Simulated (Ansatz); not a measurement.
A structure relaxed at PBE-D4/def2-TZVPD in Ansatz, charge -1, doublet:

Cartesian coordinates in Å:
```
Mg 0.898 -0.802 -0.692
Mg -0.898 0.802 0.693
S 1.455 0.987 0.743
S -1.455 -0.987 -0.743
```

(1) Give its formula and point group.

(2) Summarise the bond lengths by kind (pairs closer than 1.2 times the sum of covalent radii, bridged metal pairs left out).

## Answers

(1) the cluster Mg₂S₂⁻. Point group D2h (tolerance 0.1 Å).

(2) 4 × Mg–S 2.36 Å.

The highest occupied level of the charge -1 doublet lies above zero (up to 0.14 eV). By energy differences its removal costs 1.72 eV (vertical, to the charge 0 singlet, at PBE-D4/def2-TZVPD); a positive level beside a positive removal energy at the same level points to self-interaction error. The relaxation made no stability test and no search for a lower SCF solution. The structure comes from a short search, and lower isomers may exist.
